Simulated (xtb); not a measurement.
F$_{2}$OS, triplet, geometry from GFN2-xTB (a higher spin typed on purpose: for a closed-shell molecule this is an excited state); GFN0-xTB (xtb).

xtb was given this input:
```
$ xtb mol.xyz --gfn 0 --uhf 2 --json

# file mol.xyz
4

O      1.21599968    -0.69297283     0.21713150
S     -0.02029261     0.01156434    -0.00362349
F      0.34782053     1.74261021    -0.35541844
F     -1.39263337    -1.14719318     0.16885442
```

Predict the main parts of the log of this xtb run.


```
   ID    Z sym.   atoms
    1    8 O      1
    2   16 S      2
    3    9 F      3, 4

           -------------------------------------------------
          |                Calculation Setup                |
           -------------------------------------------------

           -------------------------------------------------
          |                 G F N 0 - x T B                 |
           -------------------------------------------------

          ...................................................
          :                      SETUP                      :
          :.................................................:
          :  # basis functions                  22          :
          :  # atomic orbitals                  21          :
          :  # shells                            9          :
          :  # electrons                        26          :
          :  electronic temp.          300.0000000     K    :
          :  accuracy                    1.0000000          :
          :  -> integral cutoff          0.2500000E+02      :
          :  -> integral neglect         0.1000000E-07      :
          ...................................................

         :::::::::::::::::::::::::::::::::::::::::::::::::::::
         ::                     SUMMARY                     ::
         :::::::::::::::::::::::::::::::::::::::::::::::::::::
         :: total energy             -14.108919247069 Eh    ::
         :: gradient norm              0.018939227564 Eh/a0 ::
         :: HOMO-LUMO gap              4.549720810997 eV    ::
         ::.................................................::
         :: H0 energy                -14.062930989242 Eh    ::
         :: repulsion energy           0.021823258096 Eh    ::
         :: electrostat energy        -0.067128706120 Eh    ::
         :: -> Gsolv                   0.000000000000 Eh    ::
         ::    -> Gsasa                0.000000000000 Eh    ::
         ::    -> Gshift               0.000000000000 Eh    ::
         :: dispersion energy         -0.000682809803 Eh    ::
         :: short-range corr.         -0.000000000000 Eh    ::
         :: add. restraining           0.000000000000 Eh    ::
         :: total charge              -0.000000000000 e     ::
         :::::::::::::::::::::::::::::::::::::::::::::::::::::

           -------------------------------------------------
          |                Property Printout                |
           -------------------------------------------------

    * Orbital Energies and Occupations

         #    Occupation            Energy/Eh            Energy/eV
      -------------------------------------------------------------
         1        2.0000           -0.8154097             -22.1884
         2        2.0000           -0.8011411             -21.8002
         3        2.0000           -0.7210181             -19.6199
         4        2.0000           -0.6267699             -17.0553
         5        2.0000           -0.4942822             -13.4501
         6        2.0000           -0.4920586             -13.3896
         7        2.0000           -0.4914078             -13.3719
         8        2.0000           -0.4480223             -12.1913
         9        2.0000           -0.4444847             -12.0950
        10        2.0000           -0.4434388             -12.0666
        11        2.0000           -0.4434030             -12.0656
        12        2.0000           -0.4385575             -11.9338
        13        1.0000           -0.4090713             -11.1314
        14        1.0000           -0.3338723              -9.0851 (HOMO)
        15                         -0.1666731              -4.5354 (LUMO)
        16                         -0.1619060              -4.4057
        17                         -0.0136117              -0.3704
        18                          0.0657759               1.7899
        19                          0.1840050               5.0070
        20                          0.1990755               5.4171
        21                          0.7798681              21.2213
      -------------------------------------------------------------
                  HL-Gap            0.1671992 Eh            4.5497 eV
             Fermi-level            0.0000000 Eh            0.0000 eV

     #   Z          covCN         q      C6AA      α(0)
     1   8 O        0.860    -0.343    20.509     6.077
     2  16 S        2.398     0.688   113.973    18.000
     3   9 F        0.769    -0.172    11.006     3.822
     4   9 F        0.769    -0.172    11.006     3.822

 Mol. C6AA /au·bohr⁶  :        464.729067
 Mol. C8AA /au·bohr⁸  :      14653.348833
 Mol. α(0) /au        :         31.719983

Wiberg/Mayer (AO) data.
largest (>0.10) Wiberg bond orders for each atom

 ---------------------------------------------------------------------------
     #   Z sym  total        # sym  WBO       # sym  WBO       # sym  WBO
 ---------------------------------------------------------------------------
     1   8 O    2.307 --     2 S    2.056     3 F    0.125     4 F    0.125
     2  16 S    3.513 --     1 O    2.056     3 F    0.728     4 F    0.728
     3   9 F    1.076 --     2 S    0.728     4 F    0.222     1 O    0.125
     4   9 F    1.076 --     2 S    0.728     3 F    0.222     1 O    0.125
 ---------------------------------------------------------------------------

Topologies differ in total number of bonds
Writing topology from bond orders to xtbtopo.mol

 dipole moment from electron density (au)
     X       Y       Z
   0.0052  -0.0030   0.0009  total (Debye):    0.015

           -------------------------------------------------
          | TOTAL ENERGY              -14.108919247069 Eh   |
          | GRADIENT NORM               0.018939227564 Eh/α |
          | HOMO-LUMO GAP               4.549720810997 eV   |
           -------------------------------------------------

normal termination of xtb
```
